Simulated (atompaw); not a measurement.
# Pb (Z = 82) PAW (atompaw): all-electron and pseudo phase curves

Pb (Z = 82), PAW, made with atompaw 4.2.0.5 (PBE, scalar-relativistic). Core [Xe] 4f14 5d10, reference 6s2 6p2. Waves: 6s (bound): rc 2.10 bohr; 6s channel at 0.4 Ry: rc 3.00 bohr; 6p (bound): rc 3.00 bohr; 6p channel at 0.2 Ry: rc 3.00 bohr; 6d channel at 0.3 Ry: rc 2.65 bohr. Local part: bessel scheme, radius 2.35 bohr. Core correction: smooth core density matched at 2.30 bohr. Augmentation charge: sinc compensation charge, radius 3.00 bohr; PAW radius 3.00 bohr; waves and projectors: custom polynom2 7 10 vanderbiltortho.

The phase is arctan(r·u′/u) with u = r·R(r), unwrapped; energies in Ry, scanned from -3 to 5 Ry. A pole is an energy at which the radial function vanishes at the test radius. The pseudo phase is shifted by a multiple of π to meet the all-electron one at the reference energy, and phase errors are pseudo minus all-electron; the curves can meet again beyond the range given. Levels narrower than the energy grid can be missing from the lists of poles.

| channel | radius (bohr) | reference energy (Ry) | poles, all-electron | poles, pseudo | unbroken range about the reference energy with phases within 0.05 rad | phase error 1 Ry above the reference energy (rad) |
| --- | --- | --- | --- | --- | --- | --- |
| s | 3.02 | -0.88 | -0.27 | -0.28, 1.79 | below 1.0 | -0.001 |
| p | 3.02 | -0.26 | 1.06 | 1.05 | below 3.1 | -0.000 |
| d | 3.02 | 0.30 | -1.50, 3.21 | 1.96 | -1.1 to 0.7 | -0.309 |

Phases in the p channel:

```tsv
E (Ry)	all-electron	pseudo
-3.00	1.356	1.356
-2.76	1.344	1.344
-2.52	1.330	1.329
-2.28	1.312	1.312
-2.04	1.291	1.291
-1.80	1.263	1.263
-1.56	1.226	1.226
-1.32	1.173	1.172
-1.08	1.090	1.090
-0.84	0.947	0.947
-0.60	0.649	0.649
-0.36	-0.023	-0.023
-0.12	-0.806	-0.806
0.12	-1.188	-1.188
0.36	-1.364	-1.364
0.60	-1.463	-1.463
0.84	-1.527	-1.527
1.08	-1.575	-1.575
1.32	-1.614	-1.614
1.56	-1.648	-1.649
1.80	-1.681	-1.682
2.04	-1.715	-1.716
2.28	-1.752	-1.755
2.52	-1.796	-1.803
2.76	-1.854	-1.867
3.00	-1.934	-1.963
3.24	-2.060	-2.130
3.48	-2.285	-2.485
3.72	-2.737	-3.240
3.96	-3.445	-3.955
4.20	-3.970	-4.280
4.44	-4.233	-4.438
4.68	-4.373	-4.529
4.92	-4.458	-4.591
```
